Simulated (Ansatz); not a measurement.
Geometry optimisation, Ansatz 0.2.0, UKS PBE/def2-SVP.

input.yaml

```yaml
crystal:
  periodic: [false, false, false]
  atoms:
    - { symbol: In, position_ang: [-0.4091, -0.5649, 0.0945] }
    - { symbol: F, position_ang: [1.3969, -2.084, 0.2068] }
    - { symbol: O, position_ang: [-0.9689, -2.3456, 0.3802] }
    - { symbol: H, position_ang: [0.2877, -2.5462, 0.3332] }
    - { symbol: C, position_ang: [-0.1151, 1.6475, -0.2201] }
    - { symbol: H, position_ang: [-0.451, 2.1606, 0.676] }
    - { symbol: H, position_ang: [-0.6889, 1.9496, -1.0917] }
    - { symbol: H, position_ang: [0.9484, 1.783, -0.3787] }
magnetization:
  spin_polarized: true
basis:
  gaussian: { orbitals: def2-SVP }
hamiltonian:
  xc: pbe
relax:
  f_tol: 0.15
  max_steps: 25
  restrain:
    - { distance: [3, 1], at: 2.18, k: 30.0 }
    - { distance: [0, 1], at: 1.99, k: 30.0 }
    - { distance: [3, 2], at: 0.97, k: 30.0 }
output:
  orbitals: {}
```

Command:

```bash
$ ansatz run input.yaml --threads 2 --pin off --max-ram 3072MiB --backend cpu --events-out ev --progress --plain --runs-dir out
```

Problem. Where does it end, and by what steps?

Solution. It converged. The restraints hold the end off the free minimum. After 6 steps the energy has fallen by 1.244 eV (the restraints' own energy left out); H4 moved furthest, 0.58 Å. Joined: O3–H4 (1.27 → 0.98 Å).

| step | energy less start (eV) | largest force component (eV/Å) | accepted |
| --- | --- | --- | --- |
| 0 | 0.0000 | 2.155 | yes |
| 1 | -0.4771 | 2.496 | yes |
| 2 | -0.8965 | 2.251 | yes |
| 3 | -1.1855 | 0.511 | yes |
| 4 | -1.2015 | 0.719 | yes |
| 5 | -1.2375 | 0.445 | yes |
| 6 | -1.2436 | 0.434 | yes |

```xyz
8
Properties=species:S:1:pos:R:3
In 0.006 -0.561 0.076
F 1.645 -1.697 0.137
O -1.047 -2.249 0.369
H -0.233 -2.797 0.397
C -0.082 1.564 -0.210
H -0.494 2.028 0.705
H -0.737 1.782 -1.074
H 0.942 1.931 -0.400
```

Run time: 13 s on 2 threads of Intel(R) Xeon(R) Platinum 8488C (Sapphire Rapids), on a shared host, peak memory 0.19 GiB.
